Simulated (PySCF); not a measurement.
hex-3-yne (C6H10), SMILES C(C#CCC)C. Coordinates come from a B3LYP-D3(BJ)/def2-SVP optimisation.

Question: Give the equilibrium geometry at B3LYP-D3(BJ)/def2-SVP (PySCF confirms it by a frequency run) as Cartesian coordinates in Å, and its point group. (Estimate from the structure and the level; the computed values follow.)

Answer: point group C2v.
```xyz
16

C      2.6520     0.0000    -0.8733
C      2.0701     0.0000     0.5485
C      0.6065     0.0000     0.5755
C     -0.6065     0.0000     0.5755
C     -2.0701     0.0000     0.5485
C     -2.6520     0.0000    -0.8733
H      2.3220     0.8891    -1.4322
H      3.7528     0.0000    -0.8426
H      2.3220    -0.8891    -1.4322
H      2.4437     0.8805     1.1014
H      2.4437    -0.8805     1.1014
H     -2.4437     0.8805     1.1014
H     -2.4437    -0.8805     1.1014
H     -2.3220    -0.8891    -1.4322
H     -3.7528     0.0000    -0.8426
H     -2.3220     0.8891    -1.4322
```
